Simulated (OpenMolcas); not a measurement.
# Pr²⁺: effect of the active space

| Item | Value |
| --- | --- |
| Program | OpenMolcas 26.06 |
| Method | SS-CASPT2 or its RAS form, IPEA 0.25 Eh, imaginary shift 0.1 Eh |
| Basis | ANO-RCC-VDZP |
| Scalar Hamiltonian | DKH2, point nucleus |
| Spin-orbit coupling | RASSI with atomic mean-field integrals over the reference wave functions, term energies averaged over their components |

A. 3 electrons in 7 orbitals (4f); 2S+1 = 4 odd, 35 roots; 2S+1 = 2 odd, 112 roots (105 in the spin-orbit step); closed shells correlated: 5s 5p; CASPT2 step roughly 60 core-seconds
B. 3 electrons in 12 orbitals (RAS2 4f; RAS3 5d, at most 1 electron); 2S+1 = 4 odd, 35 roots (30 in the spin-orbit step); 2S+1 = 2 odd, 112 roots (56 in the spin-orbit step); 2S+1 = 4 even, 105 roots (90 in the spin-orbit step); 2S+1 = 2 even, 124 roots kept (CI in the orbitals of an earlier block); closed shells correlated: 5s 5p; CASPT2 step about 9 core-minutes

Energies in cm-1 above 4f3 4I* 9/2, the measured ground level; measured values from Martin, Zalubas and Hagan, Atomic Energy Levels: The Rare-Earth Elements, NSRDS-NBS 60 (1978); the list in Maison, Palmeri and Quinet, J. Phys. B 58, 015001 (2025).

```tsv
Level	A	B	Measured
4f3 4I* 9/2	0.0	0.0	0.0
4f3 4I* 11/2	1498	1500	1398
4f3 4I* 13/2	3110	3120	2893
4f3 4I* 15/2	4810	4810	4454
4f3 4F* 3/2	11450	11200	9371
4f3 4F* 5/2	12270	12020	10138
4f3 4S* 3/2	12900	12670	10950
4f3 4F* 7/2	12980	12740	10859
4f3 4F* 9/2	13760	13490	11762
4f3 4G* 5/2	17930	17930	14187
4f3 2K* 13/2	18010	17900	16089
```

Deviations, from unrounded energies. A percentage is the sum of absolute deviations over the sum of measured energies, with the sign that they share, or ± where signs differ.

| Against measurement | Levels | A | B |
| --- | --- | --- | --- |
| mean absolute deviation (cm-1) | 10 | 1700 | 1500 |
| fine structure of the ground term (%) | 3 | +7.7 | +7.8 |
| other terms of the ground configuration (%) | 7 | +19.1 | +17.5 |

B lies closest to measurement on these levels. The largest miss of B in the table is 4f3 4G* 5/2, by +3700 cm-1. The ranking rests on the paired levels alone, and a cruder setting can come out closer through cancelling errors.

The spin-orbit steps hold different terms of 4f3 (B lacks among others a 2D*, 2F*, a 2G*, a 2H*, 2L*), which shifts levels as well.

The two smallest mean deviations differ by little beside CASPT2's spread within terms, so their order carries little weight.

Between A and B the level of the table that moves most is 4f3 4F* 9/2, by 270 cm-1 (lowest in B, highest in A). Moves below CASPT2's spread within the term are not significant.

CASPT2 does not keep the components of a term degenerate, so their means are used; among the terms shown or strongly mixed into the levels shown the widest spread is 760 cm-1 (4f3 4G*, A). High states are left out of the spin-orbit mixing, which shifts the levels that they would mix with. Some terms miss by over 15 % even with CASPT2, which points to a basis or an active space too small for the shells correlated. The CASPT2 spread within a term exceeds the gap to the next term for 4f3 4S* and 4f3 4F*, so the order of their levels is uncertain, and so are names and mixing where such terms share a J (holds for A). Each CASPT2 term energy is a mean over a sample of three components (holds for B). Measured partners are found by configuration, term and J. A level has none where our copy of the source lacks it or the pairing is in doubt (some pairs that miss far off the trend of their configuration count as doubtful), and it then counts in no deviation. Levels of configurations outside the active space are missing. The table leaves out levels that lie high or whose names do not pair safely across all columns.

* marks odd parity.
